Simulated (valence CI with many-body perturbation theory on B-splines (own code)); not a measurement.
The numbers below are computed, except where a source is named.
# La⁵⁺: input, log and results

Method: configuration interaction combined with many-body perturbation theory (CI+MBPT): six valence electrons over a frozen Dirac-Fock core [Kr] 4d10, a basis of 9 s, 9 p, 8 d, 6 f, 3 g, 1 h functions for each j, with the one-electron correlation potential Σ1 (screened to all orders), the two-electron term Σ2, the three-electron term Σ3, Breit, model QED; selected single and double excitations, second order for the rest, scaled by the run's own slope (own B-spline code, finite nucleus).

Command, and the settings that its task file holds:

```sh
python run_cv.py task.json out
```

```
atom La  Z=57  mass_number=139  rms_radius_fm=4.8550
core [Kr] 4d10
valence 5s2 5p4
avg = 1
basis = M
breit = 1
cap = 150000
capref = 1200
cscale = 1
de = 0.0
dress = 0
eps = 2e-08
extrap = 1
h = 0.27
hh = 1
l2 = 3
lcore = 6
maxit = 90
n2 = 5
natural = 1
nlev = 26
nno = [5, 5, 5, 4, 2, 1]
nroot = 14
nsp = [4, 4, 3, 2, 1, 0]
pt2 = 1
qed = 1
rpa = 1
s1 = 1
s2 = 1
s3 = 1
screen = 1
tol = 2e-05
whole = 1
```

(1) Roughly how long does this run take on one core of Intel(R) Xeon(R) Processor @ 2.30GHz, and how much memory?

Log. The first blocks belong to the next ion, which gives the ionisation energy. Fields: 2J, parity (1 odd), roots, reference size, generating configurations, candidates as configurations/state functions, variational space P, stored matrix elements, Davidson steps; e2 is the range of second-order energies in hartree. The first line gives the box (bohr), its intervals, the orbitals and the steps of their self-consistent field. Window is the range of levels sought, series limit the energy at which the first omitted orbital would enter, core excitation an estimate of the first excitation out of the core, left out the lowest levels not solved, and shifts from estimates the range by which levels moved from their first estimate, all in cm⁻¹.

```
rmax 19.6 intervals 64 orbitals 63 references ['5s2 5p4', '4f 5s2 5p3', '5s 5p5', '5s2 5p3 5d'] scf 8 t 2.6
2J=3 par=1 roots 2 ref 27 generators 10 cand 23275/180847 P 3137/13295 nnz 2.1e+07 it 6
2J=3 par=1 roots 2 ref 27 generators 58 cand 88768/957769 P 6711/37486 nnz 7.7e+07 it 7
   second order: generators 121 cand 159408/2297786 e2 -0.00071 -0.00055
reference levels 606, estimated 67, window 155712 1/cm; series limit 460654, core excitation 738902
2J=4 par=0 roots 9 ref 42 generators 44 cand 95599/3383360 P 3601/29958 nnz 6.4e+07 it 9
2J=4 par=0 roots 9 ref 42 generators 114 cand 206449/8069469 P 8175/83106 nnz 3.8e+08 it 10
   second order: generators 199 cand 334609/15208481 e2 -0.00362 -0.00185
2J=0 par=0 roots 3 ref 14 generators 25 cand 74486/572330 P 7119/22111 nnz 2.5e+07 it 8
2J=0 par=0 roots 3 ref 14 generators 71 cand 161270/1496579 P 14336/56029 nnz 9.7e+07 it 9
   second order: generators 208 cand 387934/4212889 e2 -0.00121 -0.00067
2J=2 par=0 roots 6 ref 24 generators 33 cand 86134/2342772 P 4086/29969 nnz 6.2e+07 it 8
2J=2 par=0 roots 6 ref 24 generators 92 cand 189496/5256098 P 9476/84434 nnz 3.6e+08 it 9
   second order: generators 156 cand 299197/9591689 e2 -0.00238 -0.00128
2J=6 par=0 roots 7 ref 37 generators 34 cand 86389/3665893 P 2707/29947 nnz 7.3e+07 it 11
2J=6 par=0 roots 7 ref 37 generators 86 cand 182186/8669839 P 6050/76647 nnz 3.7e+08 it 11
   second order: generators 144 cand 294950/17079329 e2 -0.00402 -0.00319
2J=8 par=0 roots 7 ref 40 generators 29 cand 77866/3308693 P 2859/29918 nnz 7.2e+07 it 9
2J=8 par=0 roots 7 ref 40 generators 76 cand 163399/8269540 P 6421/77019 nnz 3.8e+08 it 10
   second order: generators 127 cand 259324/15545735 e2 -0.00394 -0.00289
2J=10 par=0 roots 5 ref 27 generators 30 cand 85466/3761288 P 2971/29969 nnz 7.6e+07 it 10
2J=10 par=0 roots 5 ref 27 generators 79 cand 170196/8639626 P 6447/74999 nnz 3.8e+08 it 10
   second order: generators 136 cand 281898/16732897 e2 -0.00341 -0.00194
2J=4 par=1 roots 2 ref 79 generators 24 cand 66094/1505162 P 3669/29999 nnz 6.5e+07 it 9
2J=4 par=1 roots 2 ref 79 generators 75 cand 173391/5194596 P 8255/82452 nnz 3.6e+08 it 11
   second order: generators 194 cand 361857/13541511 e2 -0.00220 -0.00183
2J=12 par=0 roots 1 ref 20 generators 11 cand 47196/1645456 P 2831/29948 nnz 1e+08 it 6
2J=12 par=0 roots 1 ref 20 generators 32 cand 101924/4352655 P 5221/62727 nnz 3.2e+08 it 6
   second order: generators 89 cand 254984/14303867 e2 -0.00176 -0.00176
2J=2 par=1 roots 2 ref 58 generators 19 cand 47077/719197 P 4835/30000 nnz 5.8e+07 it 7
2J=2 par=1 roots 2 ref 58 generators 71 cand 152796/3152937 P 11315/88021 nnz 3.3e+08 it 11
   second order: generators 185 cand 307898/7215735 e2 -0.00154 -0.00133
2J=0 par=1 roots 1 ref 21 generators 12 cand 38646/230794 P 5098/17075 nnz 1.7e+07 it 6
2J=0 par=1 roots 1 ref 21 generators 41 cand 102106/801670 P 9859/39500 nnz 6.1e+07 it 7
   second order: generators 99 cand 219668/2132612 e2 -0.00087 -0.00087
left out: unestimated 220795, estimated 170199, shifts from estimates -201 to 370
operators 5.1
```

The Davidson iterations converged.

Against measured spectra of neutral and singly charged lanthanides and actinides this method errs by a few hundred cm⁻¹ within a configuration and by up to about 5,000 between configurations. No measured spectrum was set against this ion. As an estimate, levels hold to about 250 cm⁻¹ or 0.2 % of their energy and the worst to 1 %, as in measured heavy ions of charge 2 to 7; those with d or f electrons hold less well. Among the levels kept, up to 880 cm⁻¹ of a level comes from second order outside the variational space, and about a tenth of that is noise between levels of different J, which matters for small intervals.

| Quantity | Value |
| --- | --- |
| Valence energy | -26.17611 hartree |
| Ionisation energy | 75.371 eV (NIST: 74 ± 2 eV (theoretical)) |
| Reference configurations for the orbitals | 5s2 5p4, 4f 5s2 5p3, 5s 5p5, 5s2 5p3 5d |
| Radial orbitals | 63 |
| Box radius | 19.65 bohr |
| Largest variational space | 88021 |
| Lowest levels | 5s²5p⁴ ³P_2 0.000, 5s²5p⁴ ³P_0 1.593, 5s²5p⁴ ³P_1 2.519, 5s²5p⁴ ¹D_2 3.595, 5s²5p⁴ ¹S_0 7.432, 4f5s²5p³ ⁵F_3 15.278, 4f5s²5p³ ⁵F_4 15.372, 4f5s²5p³ ⁵F_2 15.477, 4f5s²5p³ ⁵F_1 15.528, 4f5s²5p³ ⁵F_5 15.654, 4f5s²5p³ ³F_3 [a] 15.915, 4f5s²5p³ ³F_4 [a] 16.931, 4f5s²5p³ ³F_2 [a] 16.967, 4f5s²5p³ ³G_3 17.518 eV |

Names give the largest LS component (configuration and term), which can be under half, so a name can repeat, a term be missing and a line seem to break the LS rules; names also repeat where a configuration has a term twice. Letters in brackets count levels of one name in rising energy.

## Answers

(1) 35 min on 1 thread of Intel(R) Xeon(R) Processor @ 2.30GHz, on a shared host, peak memory 2.9 GiB.
